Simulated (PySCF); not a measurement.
WH4, SMILES [WH4] (connectivity only; charge and spin as stated), neutral, multiplicity 3. Atoms are numbered in the order given.

```xyz
5

W      0.0000     0.0000     0.0000
H      0.9842     0.9842     0.9842
H     -0.9842     0.9842    -0.9842
H     -0.9842    -0.9842     0.9842
H      0.9842    -0.9842    -0.9842
```
Charge 0, spin multiplicity 3.

The structure is a stationary point at PBE0-D3(BJ)/def2-TZVPD. The spin state was assumed, not searched. The def2 effective core potentials stand for the cores of W; spin–orbit coupling is left out.

Computed with PySCF with TDA-PBE0/def2-TZVPD.

Vertical excitations; the highest root listed may be one member of a degenerate set. 

```tsv
state	energy (eV)	λ (nm)	f	main pairs
root 1	2.27	546	0.000	α HOMO−1→LUMO, α HOMO→LUMO+1, α HOMO−1→LUMO+1 (degenerate set)
root 2	2.27	546	0.000	α HOMO→LUMO+2, α HOMO−1→LUMO (degenerate set)
root 3	2.27	546	0.000	α HOMO−1→LUMO, α HOMO−1→LUMO+1, α HOMO→LUMO+2, α HOMO→LUMO (degenerate set)
root 4	2.49	498	0.015	α HOMO→LUMO, α HOMO−1→LUMO+1 (degenerate set)
root 5	2.49	498	0.015	α HOMO→LUMO+1, α HOMO−1→LUMO, α HOMO−1→LUMO+1 (degenerate set)
root 6	2.49	498	0.015	α HOMO−1→LUMO+2, α HOMO−1→LUMO+1 (degenerate set)
root 7	4.71	263	0.000	β HOMO−1→LUMO, β HOMO→LUMO, β HOMO−1→LUMO+1, β HOMO−2→LUMO (degenerate set)
root 8	4.71	263	0.000	β HOMO−2→LUMO+1, β HOMO−1→LUMO+1, β HOMO→LUMO (degenerate set)
root 9	4.71	263	0.000	β HOMO→LUMO+1, β HOMO−2→LUMO, β HOMO→LUMO, β HOMO−1→LUMO+1 (degenerate set)
root 10	4.87	254	0.000	α HOMO−4→LUMO+2 15 %, α HOMO−2→LUMO 12 %, α HOMO−3→LUMO+1 12 %, α HOMO−3→LUMO 5 %, β HOMO−1→LUMO+3 14 %, β HOMO−2→LUMO+4 14 %, β HOMO→LUMO+2 14 %
```
Unrestricted roots are not spin-pure.
